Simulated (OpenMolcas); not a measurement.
Pr3+ among 7 point charges of -1 e arranged as a pentagonal bipyramid (D5h). The axial distance is 1.07 times the equatorial one, R.

- Program: OpenMolcas
- Method: CASSCF
- Basis: ANO-RCC-VDZP [7s6p4d2f1g]
- Scalar Hamiltonian: DKH2, point nucleus
- Active space: 2 electrons in 7 orbitals (4f)
- State averaging: 2S+1 = 3 even, 21 roots; 2S+1 = 1 even, 27 roots kept (CI in the orbitals of an earlier block)
- Spin-orbit coupling: RASSI with atomic mean-field integrals over the reference wave functions

All point charges move together. At R = 2.59 Å the width of the lowest J multiplet is 521 cm-1, and at R = 2.83 Å it is 400 cm-1.

A third run gives 654 cm-1. What distance was it run at?

With a power law R^-n the two known points give n = -ln(400 / 521) / ln(2.83 / 2.59) = 2.98. Then R = 2.59 × (521 / 654)^(1/2.98) = 2.400 Å. The run was at 2.4 Å, so the estimate is off by 0 Å.

Point charges carry no covalency, so the field is a model and not that of real ligands. An unlabelled pair can be two single states that coincide in this model. No measured value stands beside these numbers.
